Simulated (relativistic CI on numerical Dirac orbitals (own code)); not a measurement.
# Ru3+: 3d photoemission

Computed with this model: Dirac-Coulomb-Breit CI, KLI orbitals optimised for each configuration, model QED, valence Slater integrals scaled by 0.7, multiplet model of photoemission in the sudden approximation; configurations [Kr] 4d5 → [Ar] 3d9 4s2 4p6 4d5; 300 K; Lorentzian 0.42 eV and Gaussian 0.5 eV FWHM. Energies are those of the free ion, without screening or charge transfer. The energies are binding energies and can lie tens of eV above those of solids. S is read from ⟨S²⟩ = S(S + 1).

Field parameters in Wybourne normalisation: D4h B²₀ = −7Ds, B⁴₀ = 21(Dq − Dt), B⁴₄ = 21√(5/14) Dq. The field is a parameter set, without covalency.

free ion: ground-state S = 2.49, centroid 328.45 eV. Peaks (eV, height): 326.2 (100), 330.0 (59), 331.0 (23), 336.3 (10).

D4h, 10Dq = 33550, Ds = -1500, Dt = -190 cm⁻¹: ground-state S = 0.51, centroid 328.85 eV. Peaks (eV, height): 326.6 (100), 330.9 (48).

Strongest unbroadened transitions for D4h, 10Dq = 33550, Ds = -1500, Dt = -190 cm⁻¹:

```
Energy (eV)  Relative strength
     326.41               45.2
     326.49               97.5
     326.59              100.0
     326.61               79.5
     326.62               33.4
     326.67               31.2
     326.79               76.7
     326.89               22.9
     326.93               20.7
     327.11               20.4
     327.57               13.7
     327.61               14.5
     327.79               25.4
     330.46               12.7
     330.64               21.4
     330.74               15.6
     330.89               12.8
     330.94               18.9
```
